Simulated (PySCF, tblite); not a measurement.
Compound: C3H9NS2Si.
Structure used (GFN2-xTB), in Å, numbered top down from 1:
```xyz
16
C3H9NS2Si angstrom
C      3.2438   -0.2453    0.7624
S      2.2069    1.0252    1.5617
Si     0.4054    0.9139    0.4195
S     -0.1092   -1.1635    0.1806
C     -1.4542   -0.9774   -1.0460
C     -2.5685   -0.2625   -0.3781
N     -2.6854    0.9768   -0.5407
H      3.4903    0.0687   -0.2466
H      4.1464   -0.3260    1.3580
H      2.7121   -1.1912    0.7540
H      0.6094    1.4353   -0.9245
H     -0.5718    1.6139    1.2252
H     -1.0729   -0.4118   -1.8935
H     -1.7267   -1.9892   -1.3389
H     -3.1930   -0.8825    0.2771
H     -3.4402    1.4246   -0.0274
```

Theory: B3LYP/def2-SVPD in PySCF (dipole) on a GFN2-xTB geometry, gas phase.

Take the most abundant isotopes and a rigid rotor. The values belong to one conformer with, in the numbering `[H]/[N:7]=[CH:6]/[CH2:5][S:4][SiH2:3][S:2][CH3:1]`, C1–S2–Si3–S4 46°, S2–Si3–S4–C5 -170°, Si3–S4–C5–C6 -66°, S4–C5–C6–N7 98°.

What are A, B and C (GHz)?

Ia = 158.01, Ib = 654.60, Ic = 768.49 u·Å²; 505379 MHz·u·Å²/I gives 3198, 772.0 and 657.6 MHz, that is A = 3.1984, B = 0.7720, C = 0.6576 GHz.

Classify the top.

A near-prolate asymmetric top: κ = (2 × 772.0 − 3198 − 657.6)/(3198 − 657.6) = -0.91.

What does the inertial defect say?

Not planar: Δ = Ic − Ia − Ib = -44.12 u·Å². For a rigid frame Δ = −2 Σ m c², so Σ m c² = 22.06 u·Å² lies off the ab plane: 9.51 from hydrogen and 12.55 from heavier atoms. The atom farthest from that plane is 1.65 Å away.

Give the other two planar moments, Paa and Pbb, and the rms extents of the mass along the axes.

Paa = Σ m a² = (Ib + Ic − Ia)/2 = 632.54 and Pbb = Σ m b² = (Ia + Ic − Ib)/2 = 135.95 u·Å². With the mass M = 150.99 u, the rms extents √(P/M) along a, b and c are 2.05, 0.95, 0.38 Å.

Which lines would a microwave search look for?

The dipole components are |μa| = 1.74 D, |μb| = 1.23 D, |μc| = 0.05 D. Intensities carry the squares of the components, which stand as 1.00 : 0.50 : 0.00 (a : b : c). Some lines, for components of 0.1 D or more:

| type | branch | J(Ka,Kc) | MHz | lower level (cm⁻¹) |
| --- | --- | --- | --- | --- |
| a | Q | 2(1,1) ← 2(1,2) | 343 | 0.220 |
| a | R | 1(0,1) ← 0(0,0) | 1430 | 0.000 |
| b | R | 3(0,3) ← 2(1,2) | 1957 | 0.220 |
| b | Q | 1(1,0) ← 1(0,1) | 2541 | 0.048 |
| a | R | 2(1,2) ← 1(1,1) | 2745 | 0.129 |
| b | Q | 3(1,2) ← 3(0,3) | 2844 | 0.285 |
| a | R | 2(0,2) ← 1(0,1) | 2855 | 0.048 |
| b | Q | 4(1,3) ← 4(0,4) | 3104 | 0.475 |
| b | R | 1(1,1) ← 0(0,0) | 3856 | 0.000 |
| a | R | 4(0,4) ← 3(0,3) | 5679 | 0.285 |
| a | R | 4(3,2) ← 3(3,1) | 5726 | 1.032 |
| a | R | 4(2,2) ← 3(2,1) | 5755 | 0.618 |
| a | R | 4(1,3) ← 3(1,2) | 5939 | 0.380 |
| b | Q | 4(2,2) ← 4(1,3) | 6945 | 0.578 |
| b | Q | 3(2,2) ← 3(1,3) | 7796 | 0.357 |
| b | R | 2(2,0) ← 1(1,1) | 10371 | 0.129 |
| b | R | 3(2,1) ← 2(1,2) | 11931 | 0.220 |
| b | R | 4(2,3) ← 3(1,2) | 12826 | 0.380 |
| b | R | 3(3,1) ← 2(2,0) | 16705 | 0.475 |
| b | R | 4(4,1) ← 3(3,0) | 23104 | 1.032 |

Its GFN2-xTB frequencies are all real (lowest 19 cm⁻¹). Constants of a rigid frame at the computed geometry: no zero-point averaging, no centrifugal distortion. A rigid rotor knows nothing of internal rotation, which can split or shift real lines. Quadrupole hyperfine structure (14N) is left out.

The run took 94 s of wall time (with the writing of density and orbital grids) on one thread, Arm Neoverse N1 (aarch64), no GPU, shared host with 64 logical CPUs at a one-minute load of 56, and the process peaked at 0.89 GiB of memory. This is the B3LYP/def2-SVPD job that gave the dipole, with the excitations it also computed.
